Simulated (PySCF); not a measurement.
A species of formula C8H11Cl has this rotational fingerprint, computed with PBE0/pcSseg-1 in PySCF (dipole) on a GFN2-xTB geometry, gas phase:

```
Rotational constants : A = 2059, B = 709.6, C = 693.9 MHz
Dipole components    : |μa| = 2.10 D, |μb| = 0.02 D, |μc| = 0.34 D
Inertial defect      : -229.33 u·Å²
κ                    : -0.98
```

Question: Which structure is it? (One computed conformer of each.)
A. `[CH3:1][C:2]1=[CH:3][CH2:4][CH2:5]/[C:6](=[CH:7]/[Cl:8])[CH2:9]1` with C2–C3–C4–C5 21°, C3–C4–C5–C6 -49°, C4–C5–C6–C7 -117°, C5–C6–C9–C2 -40°
B. `[CH3:1][C:2]1=[CH:3]/[C:4](=[CH:5]/[Cl:6])[CH2:7][CH2:8][CH2:9]1` with C2–C3–C4–C5 178°, C3–C4–C7–C8 33°, C4–C7–C8–C9 -58°, C7–C8–C9–C2 53°
C. `Cl/C=C1\C[C@@H]2CC[C@H]1C2`
D. `[CH2:1]=[CH:2][C:3](=[CH2:4])[C:5](=[CH2:6])[CH2:7][CH2:8][Cl:9]` with C1–C2–C3–C4 175°, C2–C3–C5–C6 -65°, C3–C5–C7–C8 -70°, C5–C7–C8–Cl9 178°

Answer: D. It is C=CC(=C)C(=C)CCCl, a near-prolate asymmetric top, point group C1. The candidates at the same level (rigid rotor, commonest isotopes):

| SMILES | A (MHz) | B (MHz) | C (MHz) | μa (D) | μb (D) | μc (D) | Δ (u·Å²) | point group | rotor |
| --- | --- | --- | --- | --- | --- | --- | --- | --- | --- |
| CC1=C/C(=C/Cl)CCC1 | 3204 | 722.1 | 603.9 | 2.42 | 0.09 | 0.05 | -20.81 | C1 | near-prolate asymmetric top |
| C=CC(=C)C(=C)CCCl | 2059 | 709.6 | 693.9 | 2.10 | 0.02 | 0.34 | -229.33 | C1 | near-prolate asymmetric top |
| CC1=CCC/C(=C/Cl)C1 | 2160 | 893.8 | 677.4 | 1.67 | 0.82 | 0.37 | -53.25 | C1 | asymmetric top |
| Cl/C=C1\C[C@@H]2CC[C@H]1C2 | 3224 | 840.1 | 803.0 | 2.22 | 0.40 | 0.26 | -128.97 | C1 | near-prolate asymmetric top |

`CC1=CCC/C(=C/Cl)C1` has B 26 % too high; `Cl/C=C1\C[C@@H]2CC[C@H]1C2` has A 57 % too high; `CC1=C/C(=C/Cl)CCC1` has A 56 % too high. No structure here is proved a minimum.
